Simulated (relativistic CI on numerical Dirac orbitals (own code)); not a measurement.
## Calculated levels, Mg III

These numbers are calculated, not measured: Dirac-Coulomb-Breit CI, KLI orbitals optimised for each configuration, model QED (radiative potential, 1s self-energy scaled to tabulated hydrogen-like ionisation energies), valence Slater integrals scaled by 0.85, configuration energies shifted to the measured levels that pair with them (semi-empirical) (own radial code, finite nucleus).

Configurations in the expansion (outside the closed core 1s2): 2s2.2p6, 2s2.2p5.3s, 2s2.2p5.3p, 2s2.2p5.3d, 2s2.2p5.4p, 2s2.2p5.4s, 2s2.2p5.4d, 2s2.2p5.4f, 2s2.2p4.3s2, 2s2.2p4.3s.3p, 2s.2p6.3s, 2s2.2p4.3p2, 2s2.2p4.3s.3d, 2s.2p6.3p. Levels of other configurations are missing.

| No. | Configuration | Term | J | E (cm⁻¹) | % | Landé g | Lifetime (s) | jj configuration (%) |
| --- | --- | --- | --- | --- | --- | --- | --- | --- |
| 1 | 2s2.2p6 | 1S | 0 | 0 | 100 |  |  | closed (100) |
| 2 | 2s2.2p5.3s | 3P° | 2 | 425670 | 100 | 1.501 | 1.36e-01 | 2p3/2^3 3s (100) |
| 3 | 2s2.2p5.3s | 3P° | 1 | 426865 | 94 | 1.470 | 1.67e-09 | 2p3/2^3 3s (58) |
| 4 | 2s2.2p5.3s | 3P° | 0 | 427856 | 100 |  | 2.03e+01 | 2p1/2 2p3/2^4 3s (100) |
| 5 | 2s2.2p5.3s | 1P° | 1 | 431180 | 94 | 1.030 | 1.06e-10 | 2p1/2 2p3/2^4 3s (58) |
| 6 | 2s2.2p5.3p | 3S | 1 | 468664 | 98 | 1.995 | 3.29e-09 | 2p3/2^3 3p3/2 (41) |
| 7 | 2s2.2p5.3p | 3D | 3 | 474120 | 100 | 1.334 | 2.24e-09 | 2p3/2^3 3p3/2 (100) |
| 8 | 2s2.2p5.3p | 3D | 2 | 474662 | 86 | 1.157 | 2.28e-09 | 2p3/2^3 3p1/2 (84) |
| 9 | 2s2.2p5.3p | 3D | 1 | 475495 | 87 | 0.587 | 2.25e-09 | 2p1/2 2p3/2^4 3p1/2 (45) |
| 10 | 2s2.2p5.3p | 1D | 2 | 476931 | 55 | 1.218 | 2.18e-09 | 2p3/2^3 3p3/2 (93) |
| 11 | 2s2.2p5.3p | 1P | 1 | 477858 | 58 | 1.081 | 2.23e-09 | 2p1/2 2p3/2^4 3p1/2 (44) |
| 12 | 2s2.2p5.3p | 3P | 2 | 478301 | 55 | 1.292 | 2.09e-09 | 2p1/2 2p3/2^4 3p3/2 (77) |
| 13 | 2s2.2p5.3p | 3P | 0 | 478582 | 100 |  | 1.88e-09 | 2p1/2 2p3/2^4 3p1/2 (62) |
| 14 | 2s2.2p5.3p | 3P | 1 | 478822 | 65 | 1.337 | 2.04e-09 | 2p1/2 2p3/2^4 3p3/2 (68) |
| 15 | 2s2.2p5.3p | 1S | 0 | 498291 | 94 |  | 7.72e-10 | 2p3/2^3 3p3/2 (58) |
| 16 | 2s2.2p5.3d | 3P° | 0 | 530204 | 100 |  | 8.30e-10 | 2p3/2^3 3d3/2 (100) |
| 17 | 2s2.2p5.3d | 3P° | 1 | 530442 | 97 | 1.480 | 7.18e-10 | 2p3/2^3 3d3/2 (62) |
| 18 | 2s2.2p5.3d | 3P° | 2 | 530963 | 91 | 1.468 | 8.36e-10 | 2p3/2^3 3d5/2 (65) |
| 19 | 2s2.2p5.3d | 3F° | 4 | 531558 | 100 | 1.250 | 8.39e-10 | 2p3/2^3 3d5/2 (100) |
| 20 | 2s2.2p5.3d | 3F° | 3 | 531893 | 69 | 1.063 | 8.47e-10 | 2p3/2^3 3d3/2 (96) |
| 21 | 2s2.2p5.3d | 3F° | 2 | 532659 | 68 | 0.793 | 8.39e-10 | 2p3/2^3 3d3/2 (66) |
| 22 | 2s2.2p5.3d | 1F° | 3 | 532954 | 47 | 1.144 | 8.62e-10 | 2p3/2^3 3d5/2 (89) |
| 23 | 2s2.2p5.3d | 3D° | 1 | 534172 | 76 | 0.624 | 9.72e-11 | 2p3/2^3 3d5/2 (48) |
| 24 | 2s2.2p5.3d | 1D° | 2 | 534624 | 40 | 0.942 | 8.43e-10 | 2p1/2 2p3/2^4 3d3/2 (75) |
| 25 | 2s2.2p5.3d | 3D° | 3 | 534754 | 58 | 1.210 | 8.51e-10 | 2p1/2 2p3/2^4 3d5/2 (85) |
| 26 | 2s2.2p5.3d | 3D° | 2 | 534940 | 54 | 1.132 | 8.48e-10 | 2p1/2 2p3/2^4 3d5/2 (74) |
| 27 | 2s2.2p5.3d | 1P° | 1 | 536416 | 75 | 0.896 | 3.27e-11 | 2p1/2 2p3/2^4 3d3/2 (79) |
| 28 | 2s2.2p5.4s‡ | 3P° | 2 | 545304 | 100 | 1.501 | 8.38e-10 | 2p3/2^3 4s (100) |
| 29 | 2s2.2p5.4s‡ | 3P° | 1 | 546052 | 67 | 1.338 | 5.10e-10 | 2p3/2^3 4s (88) |
| 30 | 2s2.2p5.4s‡ | 3P° | 0 | 547496 | 100 |  | 8.39e-10 | 2p1/2 2p3/2^4 4s (100) |

Energies count from the lowest computed level; ° marks odd parity; lifetimes are radiative, by E1, M1, E2, M2, E3 decay to levels of this space only. Filled j subshells are mostly left out of the jj labels. ‡ marks configurations that were not tied to measured data.

The mean weight of the leading LS term, summed over parents, in these 30 levels is 81 %, and that of the leading jj configuration (from the same eigenvectors) 77 %.

Configurations whose levels could be paired with our table of measured levels were shifted onto them, all but the ground configuration, by the median error of their levels; single terms can still be off by 1,000 to 2,000 cm⁻¹ or more, and rates follow the energies as ν³ (E1, M1) or ν⁵ (E2). The others borrow a shift and can be off by several thousand cm⁻¹ or more. The fine structure of a lone outer electron comes out too small, for d and f at times inverted, and misplaced configurations move strength between like terms. 22 of the 33 excited levels that our extract of the measured tables holds in this range could be paired (the sources list more); they are missed by 296 cm⁻¹ on average and 2279 at most, after the shifts were fitted to these levels, and levels without a partner can miss by more.

LS names give the leading component of a level, which can be under half, so a name can repeat, a term be missing and a line seem to break the LS rules.
